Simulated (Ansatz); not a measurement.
Consider the hydrogenolysis of the Si–F bond: `N[SiH2]S[SiH](N)F` + H₂ → `N[SiH2]S[SiH2]N` + H–F.

Computed with Ansatz on PBE0-D4/def2-TZVP structures; ΔE is electronic, products minus reactants. CBS: MP2 limit from def2 TZ/QZ plus the TZ coupled-cluster correction, frozen cores. This one scheme is used for every species. Each species was taken in one conformer, which may not be the lowest.

```
          level  ΔE (eV)
CCSD/def2-TZVPP     1.35
  HF/def2-QZVPP     1.39
```

**Question.** What does CCSD(T)/CBS give? (Estimate.)

**Answer.** Computed: +1.37 eV. The listed levels differ from it by -0.02, 0.02 eV.

Largest T1 diagnostic among the species: 0.011.

The D4 term adds +0.05 eV with B3LYP and +0.03 eV with PBE0; it sums over pairs of atoms, weighted by their polarisabilities, and B3LYP, whose exchange is more repulsive, gets the larger term.

B3LYP here is the variant with VWN-RPA as its local correlation; programs differ in this.
